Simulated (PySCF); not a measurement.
A structure optimised at PBE0-D3(BJ)/def2-SVP (Å):
```
atom  x, y, z in Å
C1    -2.737    0.572    0.231
C2    -1.894   -0.113   -0.862
C3    -0.883   -0.555    0.231
C4     0.349    0.316    0.328
C5     1.440    0.152   -0.759
C6     2.731    0.500    0.016
Ge7    1.776    0.018    1.680
C8    -1.962   -0.234    1.292
H9    -2.537    1.652    0.299
H10   -3.828    0.435    0.189
H11   -1.503    0.516   -1.677
H12   -2.416   -0.972   -1.310
H13   -0.578   -1.614    0.177
H14    0.057    1.380    0.401
H15    1.273    0.746   -1.675
H16    1.472   -0.907   -1.070
H17    3.642   -0.036   -0.286
H18    2.939    1.581    0.005
H19    1.937   -1.461    2.092
H20    1.891    0.922    2.925
H21   -2.508   -1.134    1.611
H22   -1.622    0.302    2.193
```

Charge 0, singlet.

Q: Which heavy atoms are bonded, and with what formal order?

A: C1–C2 1.54 Å (single); C2–C3 1.55 Å (single); C3–C4 1.51 Å (single); C4–C5 1.55 Å (single); C5–C6 1.55 Å (single); C6–Ge7 1.98 Å (single); C3–C8 1.55 Å (single); C1–C8 1.54 Å (single); C4–Ge7 1.99 Å (single). Bonds to hydrogen (Å): C1–H9 1.10; C1–H10 1.10; C2–H11 1.10; C2–H12 1.10; C3–H13 1.10; C4–H14 1.11; C5–H15 1.10; C5–H16 1.10; C6–H17 1.10; C6–H18 1.10; Ge7–H19 1.54; Ge7–H20 1.54; C8–H21 1.10; C8–H22 1.10.

Q: Give the structure as a SMILES string.

A: `C1CC([C@@H]2C[CH2][GeH2]2)C1`, C7H14Ge.

Q: Name the point group.

A: C1 (no symmetry element, even within 0.4 Å).

Q: Which rings does it hold (smallest set)?

A: C4–C5–C6–Ge7 (4 members, 0.15 Å rms from planarity); C1–C2–C3–C8 (4 members, 0.11 Å rms from planarity).

Q: Describe the place of each heavy atom.

A: C1: four-membered-ring carbon; C2: four-membered-ring carbon; C3: four-membered-ring carbon; C4: sp3 carbon bound to germanium; C5: four-membered-ring carbon; C6: sp3 carbon bound to germanium; Ge7: germanium bonded to 2 C and 2 H; C8: four-membered-ring carbon.

Q: What is the arrangement about C5?

A: It has 4 neighbours (C4, C6, H15, H16) and is distorted tetrahedral (angles from 102.3° to 114.9°).

Q: What is the arrangement about C6?

A: It has 4 neighbours (C5, Ge7, H17, H18) and has angles from 87.9° to 120.8°.

These are computed values.
